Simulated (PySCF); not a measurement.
Species: C3H10Si3.
SMILES with atom numbers: `[CH3:1][C:2]#[C:3][SiH2:4][SiH2:5][SiH3:6]` (hydrogens: H7, H8, H9 on C1; H10, H11 on Si4; H12, H13 on Si5; H14, H15, H16 on Si6)

Level: PBE0/pcSseg-1 and wB97X-D/def2-SVPD in PySCF, non-relativistic, on one gas-phase PBE0-D3(BJ)/def2-SVP geometry that isn't relaxed in the solvent. The solvent is an IEF-PCM continuum (cavity from Bondi-type radii × 1.2). The model holds no explicit solvent molecules, cavitation or dispersion.

Gas phase at PBE0/pcSseg-1: HOMO -7.41 eV, LUMO -0.20 eV, dipole 1.57 D.

Question: What does the continuum do to the energy, the frontier levels and the dipole at PBE0/pcSseg-1 in cyclohexane?

Answer: 
| solvent | ε | E(solvent) − E(gas) (kcal/mol) | polarisation term (kcal/mol) | distortion of the solute (kcal/mol) | HOMO (eV) | LUMO (eV) | dipole (D) |
| --- | --- | --- | --- | --- | --- | --- | --- |
| cyclohexane | 2.017 | -0.96 | -1.01 | 0.05 | -7.39 | -0.17 | 1.71 |

The polarisation term is half the interaction of the solute with the surface charges that it induces; the rest is the cost of distorting the solute's density. The sum is the electrostatic part of solvation alone.

Question: Which radius a makes the point-dipole formula ΔE = −[(ε − 1)/(2ε + 1)]·μ²/a³ give the value in cyclohexane, with the gas-phase dipole?

Answer: μ = 0.617 au and |ΔE| = 0.00153 Eh give a = 1.96 Å; the farthest nucleus lies 4.02 Å from the centroid of the nuclei, so such a sphere wouldn't even hold the nuclei. The formula assumes a rigid point dipole at the centre of a sphere.

Question: Which Hirshfeld charges (PBE0/pcSseg-1) respond most in cyclohexane (means over atoms taken as equivalent)?

Answer: 
```tsv
atoms	environment	gas (e)	solvent (e)	change
C3	alkyne carbon	-0.185	-0.192	-0.007
H7/H8/H9	methyl hydrogen	+0.064	+0.067	+0.003
Si4	SiH2 silicon	+0.253	+0.251	-0.002
C2	alkyne carbon	-0.018	-0.020	-0.002
Si5	SiH2 silicon	+0.145	+0.146	+0.001
C1	propargylic carbon	-0.090	-0.089	+0.001
H14/H15/H16	Si–H hydrogen	-0.073	-0.073	0.000
Si6	SiH3 silicon	+0.208	+0.208	0.000
H12/H13	Si–H hydrogen	-0.072	-0.072	0.000
H10/H11	Si–H hydrogen	-0.070	-0.071	-0.001
```

Gas phase at wB97X-D/def2-SVPD: HOMO -9.15 eV, LUMO 1.47 eV, dipole 1.55 D.

Question: What does the continuum do to the energy, the frontier levels and the dipole at wB97X-D/def2-SVPD in cyclohexane?

Answer: 
```
    solvent      ε  E(solvent) − E(gas) (kcal/mol)  polarisation term (kcal/mol)  distortion of the solute (kcal/mol)  HOMO (eV)  LUMO (eV)  dipole (D)
cyclohexane  2.017                           -0.91                         -0.96                                 0.05      -9.13       1.48        1.69
```

Question: How does the static polarisability (wB97X-D/def2-SVPD, frozen core, with the continuum's full static response) change?

Answer: 
```tsv
medium	isotropic (au)	principal values (au)	⟨r²⟩ of the electrons (bohr²)
gas	126.4	101.6, 129.3, 148.4	1662.5
cyclohexane	143.2	115.6, 146.4, 167.6	1661.7
```

The isotropic value in cyclohexane is 1.13 times the gas-phase one; no cavity-field correction is applied. ⟨r²⟩ is taken about the centre of nuclear charge.

Conformer computed: `[CH3:1][C:2]#[C:3][SiH2:4][SiH2:5][SiH3:6]`: C3–Si4–Si5–Si6 53°.

Note: wB97X-D ran without an empirical dispersion term, which enters the total energy and its gradient alone.
